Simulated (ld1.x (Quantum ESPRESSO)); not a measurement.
**Ge: excitation energies, all-electron against TM**

ld1.x (Quantum ESPRESSO) 7.5 input, shortened:

```
&input
   title='Ge', zed=32., rel=1, dft='PBE', iswitch=3,
   config='[Ar] 3d10 4s2 4p2 4d-2'
 /
 &inputp
   pseudotype=2, tm=.true., lloc=2,
   nlcc=.false.
 /
3
4S  1  0   2.00   0.00  1.70  1.70  0.0
4P  2  1   2.00   0.00  1.85  1.85  0.0
4D  3  2  -2.00  -0.15  1.90  1.90  0.0
 &test
   configts(1)='4s2 4p2'
 /
```

Energies are relative to the spin-unpolarised reference configuration 4s2 4p2; without spin polarisation the order of configurations can differ from experiment. Not all tests gave a result: 2 of 7 tests not solved or not reliable. Left out of the table: 4s2 4p0 (solver errors, printed error -21.3 eV); 4s1 4p0 (solver errors, printed error -448 meV).

| valence configuration | charge | ΔE all-electron (eV) | error AE − PS (meV) |
| --- | --- | --- | --- |
| 4s2 4p1 | +1 | 7.444 | -0.7 |
| 4s1 4p3 | 0 | 7.972 | +8.4 |
| 4s2 4p2.3 | -0.3 | -0.884 | +0.7 |

**Question.** What are ΔE and the potential's error for 4s0 4p4?

**Answer.** ΔE = 16.195 eV all-electron; the error (AE − PS) is +41 meV.

**Question.** What are ΔE and the potential's error for 4s2 4p1.5?

**Answer.** ΔE = 2.802 eV all-electron; the error (AE − PS) is -0.3 meV.

Levels in the configuration 4s2 4p1:

```csv
level,all-electron (eV),pseudo (eV)
4s,-19.858,-19.867
4p,-11.242,-11.240
```

Note: ghost states, extra bound levels that the all-electron valence spectrum of the same l lacks: s at -722.3 eV, p at -284.4 eV. A true bound ghost makes a file unfit for plane-wave use.
